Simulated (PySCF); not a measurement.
Whose spectrum? (silsesquioxane)

All values: TDA CAM-B3LYP/6-31G*, gas phase, PySCF SCF with an in-house response code, fitting set def2-universal-JFIT up to Ne and JKFIT beyond, grid level 1 (kernel 0), vertical, one conformer each, geometries GFN2-xTB; core orbitals frozen in the response, virtual orbitals above 1.5 Eh left out. The lowest 6 singlets were sought, and the brightest is taken among them. The runs took 30 to 50 CPU minutes each on shared server CPUs.

One system has its HOMO at -9.30 eV, its LUMO at 1.38 eV and these singlet states:

```tsv
state	eV	f
S1	6.34	0.000
S2	6.34	0.000
S3	6.61	0.000
S4	6.61	0.000
S5	6.61	0.000
S6	6.62	0.000
```

**Question.** Which is it?
A. C#C[Si@]12O[Si@]3(C#C)O[Si@]4(C#C)O[Si@](C#C)(O1)O[Si@]1(CC)O[Si@](CC)(O2)O[Si@](CC)(O3)O[Si@](CC)(O4)O1 (C16H24O12Si8)
B. C#C[Si@@]12O[Si@@]3(C#C)O[Si@@]4(C#C)O[Si@@](C#C)(O1)O[Si@@]1(CC)O[Si@@](C#C)(O2)O[Si@@](C#C)(O3)O[Si@@](CC)(O4)O1 (C16H16O12Si8)
C. C#C[Si@@]12O[Si@@]3(C#C)O[Si@@]4(CC)O[Si@@](CC)(O1)O[Si@@]1(CC)O[Si@@](CC)(O2)O[Si@@](CC)(O3)O[Si@@](CC)(O4)O1 (C16H32O12Si8)

**Answer.** C.

**Question.** How do the candidates compare?

**Answer.** 
| system | HOMO / eV | LUMO / eV | S1 / eV | f(S1) | brightest state sought / eV |
| --- | --- | --- | --- | --- | --- |
| C#C[Si@@]12O[Si@@]3(C#C)O[Si@@]4(C#C)O[Si@@](C#C)(O1)O[Si@@]1(CC)O[Si@@](C#C)(O2)O[Si@@](C#C)(O3)O[Si@@](CC)(O4)O1 | -9.40 | 1.13 | 6.31 | 0.000 | 6.31 |
| C#C[Si@@]12O[Si@@]3(C#C)O[Si@@]4(CC)O[Si@@](CC)(O1)O[Si@@]1(CC)O[Si@@](CC)(O2)O[Si@@](CC)(O3)O[Si@@](CC)(O4)O1 | -9.30 | 1.38 | 6.34 | 0.000 | 6.61 |
| C#C[Si@]12O[Si@]3(C#C)O[Si@]4(C#C)O[Si@](C#C)(O1)O[Si@]1(CC)O[Si@](CC)(O2)O[Si@](CC)(O3)O[Si@](CC)(O4)O1 | -9.34 | 1.26 | 6.32 | 0.000 | 6.32 |
